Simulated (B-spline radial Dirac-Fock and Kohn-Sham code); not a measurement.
## f′ and f″ of Ru, 502.9 eV to 3.923 keV

Calculated with a radial atomic solver, using the dispersion relation over Dirac-Hartree-Slater subshell photoionisation cross sections, with the Kissel-Pratt high-energy constant (isolated atom, no bound-bound lines or fine structure). The forward scattering factor is f₀ + f′ + i f″.

Edges near this range: L1 3224.0 eV, L2 2967.0 eV, L3 2838.0 eV, M1 586.1 eV, M2 483.3 eV, M3 461.5 eV.

| hν (eV) | λ (Å) | f′ (e) | f″ (e) | tabulated f′ | tabulated f″ |
| --- | --- | --- | --- | --- | --- |
| 502.9 | 24.65 | -22.098 | 25.107 | – | 25.27 |
| 508.5 | 24.38 | -21.524 | 24.948 | – | 25.14 |
| 640.1 | 19.37 | -13.919 | 21.833 | – | 21.77 |
| 901.2 | 13.76 | -7.995 | 15.281 | – | 14.93 |
| 905.9 | 13.69 | -7.944 | 15.189 | – | 14.84 |
| 1000 | 12.40 | ? | ? | ? | ? |
| 1253.6 | 9.890 | -6.122 | 10.159 | -6.19 | 9.59 |
| 1486.9 | 8.338 | -5.968 | 8.094 | -6.04 | 7.50 |
| 2000 | 6.199 | -6.764 | 5.334 | -6.87 | 4.97 |
| 2132 | 5.815 | -7.175 | 4.860 | -7.29 | 4.53 |
| 2176 | 5.698 | -7.336 | 4.716 | -7.42 | 4.40 |
| 2195 | 5.648 | -7.409 | 4.656 | -7.48 | 4.35 |
| 2984.4 | 4.154 | -14.229 | 14.079 | -14.10 | 14.21 |
| 3329 | 3.724 | -6.692 | 13.822 | -6.70 | 13.08 |
| 3464 | 3.579 | -5.101 | 13.032 | -5.10 | 12.24 |
| 3866 | 3.207 | -2.626 | 11.028 | -2.65 | 10.82 |
| 3923 | 3.160 | -2.405 | 10.782 | -2.43 | 10.57 |

**Question.** What are f′ and f″ at 1000 eV?

**Answer.** f′ = -7.122 and f″ = 13.507 electrons (tables: -7.17 and 13.18). By the optical theorem f″ corresponds to a photoabsorption cross section 2 rₑ λ f″ = 944000 b.

Tabulated f′: xraylib 4.2 anomalous scattering factors (Cullen et al., EPDL97); f″: Chantler's tables (J. Phys. Chem. Ref. Data 1995 and 2000). Both are theoretical tables.
